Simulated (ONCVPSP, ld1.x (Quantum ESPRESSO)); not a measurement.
## Potentials for hafnium compared

Generated with ld1.x 7.5 (TM, RRKJ, ultrasoft, PAW), atompaw 4.2 or ONCVPSP 4.0.1. The cutoff is in Ry: for ld1.x and atompaw files where the sum of valence levels is converged to 10 mRy in a Bessel basis, for ONCV files where the hardest occupied wave has 1 mHa per electron of residual kinetic energy. The error is the largest all-electron minus pseudo excitation energy over each file’s own four to seven test configurations (ionisations up to +4, promotions, holes and added fractions of an electron), all of which were solved. The labels leave out finer settings (local radius, basis sizes, second energies), which also bear on the numbers. Spin-polarised tests are not counted. The rows are a selection from randomly drawn settings: files with unsolved tests, undetermined cutoffs or missed reference levels are left out.

```csv
potential,cutoff (Ry),largest error (meV),bound ghosts
"TM semilocal, PBE, scalar-relativistic, rc 2.50/1.50/3.12 (spd), local p, core correction no, reference 5p6 5d1 6s0 6p0",80,+211,none
"ONCV, PBE, scalar-relativistic, rc 1.70/1.75/2.45 (spd), local smoothed, core correction no, reference 5s2 5p6 5d2, qcut 8.3/8.4/6.3, projectors 2/2/2",44,+54,none
```

Task: Fill in the row for Hf: PAW, PBE, scalar-relativistic, rc 3.20/4.30/2.35 (spd), local smoothed, core correction yes, reference 5d3 6s1 6p0.

Result: cutoff 15 Ry, largest error -119 meV, bound ghosts: none.

Task: Fill in the row for Hf: ONCV, LDA (Perdew-Wang 92), scalar-relativistic, rc 1.90/1.85/3.25 (spd), local smoothed, core correction yes, reference 5s2 5p6 5d2 6s1, qcut 7.7/6.7/3.9, projectors 2/3/2.

Result: cutoff 36 Ry, largest error +90 meV, bound ghosts: none.

Task: Fill in the row for Hf: RRKJ, PBE, scalar-relativistic, rc 2.05/4.10/3.10 (spd), local s, core correction yes, reference 5d2 6s1 6p1.

Result: cutoff 18 Ry, largest error +54 meV, bound ghosts: none.
